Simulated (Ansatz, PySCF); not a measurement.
Reaction (SMILES): F[Si]F -> F[Si]F as doublet, charge +1 + e-
Each molecule is optimised on its own at B3LYP-D3(BJ)/def2-TZVP (Ansatz, a first-principles code). Unstable Hartree-Fock reference: F[Si]F.

Wanted: adiabatic ionisation energy (electronic energy difference), in eV. Correlated levels leave the core frozen unless marked. UHF or UKS for open shells. No spin-orbit coupling. Non-relativistic. CBS(X,Y): correlation extrapolated as X^-3; Hartree-Fock from the larger set.

CCSD(T)/CBS(cc-pV(T+d)Z,cc-pV(Q+d)Z) (Ansatz) gives 10.76 eV.

Question: Another calculation gave 10.42 eV. Which level was it?
A. B3LYP/def2-TZVPD (Ansatz)
B. M06-2X/def2-TZVPD (PySCF)
C. r2SCANh/def2-TZVPD (Ansatz)
D. HF/def2-TZVPD (PySCF)

Answer: C, r2SCANh/def2-TZVPD (Ansatz). The others give 10.60 (M06-2X), 10.76 (B3LYP), 9.58 (HF) eV.
